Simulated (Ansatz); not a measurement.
Basis-set series for CH$_{4}$F$_{2}$OSi (`FCO[SiH2]F`). Total charge 0; spin multiplicity 1. Geometry: relaxed with PBE0-D4/def2-TZVP. It is one conformer, not always the lowest.

```tsv
functional	basis	functions	energy (Eh)	HOMO (eV)	LUMO (eV)
PBE0-D4	def2-SVP	94	-604.22748	-9.13	1.07
PBE0-D4	def2-TZVPP	222	-604.72608	-9.26	0.46
ωB97M-V	def2-SVP	94	-604.54668	-11.52	3.00
ωB97M-V	def2-TZVPP	222	-605.05456	-11.67	2.14
```

Question: Give the rows for def2-QZVPP. (Estimate.)

Answer: Ansatz gave: 
| functional | basis | functions | energy (Eh) | HOMO (eV) | LUMO (eV) |
| --- | --- | --- | --- | --- | --- |
| PBE0-D4 | def2-QZVPP | 418 | -604.75394 | -9.30 | 0.21 |
| ωB97M-V | def2-QZVPP | 418 | -605.08069 | -11.70 | 1.62 |

Positive LUMOs are unbound and depend on the basis.
